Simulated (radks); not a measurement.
Results of a calculation; reference values are marked as such.
All-electron atom: C0.75+ in [He] 2s(up 1, down 0.25) 2p2 (fractional occupations, a model configuration). Code: a radial shooting solver on a logarithmic mesh with Libxc functionals. Model: non-relativistic Kohn-Sham, BLYP, spin-polarised, spherical densities, point nucleus; open shells are filled with parallel spins first. Some entries of the table are withheld. Estimate them.

orbital  occ.  eigenvalue (hartree)  <r> (bohr)
1s up       1             -10.45364      0.2710
1s down     1             -10.40348      0.2704
2s up       1              -0.87177         (1)
2s down  0.25              -0.71364         (2)
2p up       2                   (3)       1.517
2p down     0                   (4)       1.687

Answer. 
(1) 2s up <r> (bohr): 1.467
(2) 2s down <r> (bohr): 1.550
(3) 2p up eigenvalue (hartree): -0.55074
(4) 2p down eigenvalue (hartree): -0.40763
